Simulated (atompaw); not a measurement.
## Scattering properties, PAW (atompaw) potential for platinum

Pt (Z = 78), PAW, made with atompaw 4.2.0.5 (PBE, scalar-relativistic). Core [Xe] 4f14, reference 5d9.5 6s0.5 6p0. Waves: 6s (bound): rc 2.70 bohr; 6s channel at 0.05 Ry: rc 2.70 bohr; 6p (bound, empty): rc 2.70 bohr; 6p channel at 1.25 Ry: rc 2.70 bohr; 5d (bound): rc 2.70 bohr; 5d channel at 3.8 Ry: rc 2.70 bohr. Local part: vpsmatchnc scheme with l = 3 at -0.5 Ry, radius 2.65 bohr. Core correction: smooth core density matched at 2.35 bohr. Augmentation charge: sinc compensation charge, radius 2.15 bohr; PAW radius 2.70 bohr; waves and projectors: custom rrkj gramschmidtortho.

The phase is arctan(r·u′/u) with u = r·R(r), unwrapped; energies in Ry, scanned from -2 to 5 Ry. A pole is an energy at which the radial function vanishes at the test radius. The pseudo phase is shifted by a multiple of π to meet the all-electron one at the reference energy, and phase errors are pseudo minus all-electron; the curves can meet again beyond the range given. Levels narrower than the energy grid can be missing from the lists of poles.

```tsv
channel	radius (bohr)	reference energy (Ry)	poles, all-electron	poles, pseudo	unbroken range about the reference energy with phases within 0.05 rad	phase error 1 Ry above the reference energy (rad)
s	2.72	-0.39	1.36	1.36	below 4.0	-0.000
p	2.72	-0.05	2.94	2.98	the whole range	-0.001
d	2.72	-0.39	-0.06	-0.06	the whole range	-0.001
```

Note: ghost state, extra bound levels that the all-electron valence spectrum of the same l lacks: s at -51.7 eV. A true bound ghost makes a file unfit for plane-wave use.

Phases in the s channel:

| E (Ry) | all-electron | pseudo |
| --- | --- | --- |
| -2.00 | 1.218 | 1.219 |
| -1.52 | 1.115 | 1.115 |
| -1.04 | 0.873 | 0.873 |
| -0.56 | 0.068 | 0.068 |
| -0.08 | -1.012 | -1.012 |
| 0.40 | -1.357 | -1.357 |
| 0.88 | -1.493 | -1.493 |
| 1.36 | -1.570 | -1.570 |
| 1.84 | -1.626 | -1.626 |
| 2.32 | -1.674 | -1.675 |
| 2.80 | -1.725 | -1.728 |
| 3.28 | -1.787 | -1.794 |
| 3.76 | -1.880 | -1.902 |
| 4.24 | -2.053 | -2.135 |
| 4.72 | -2.495 | -2.909 |
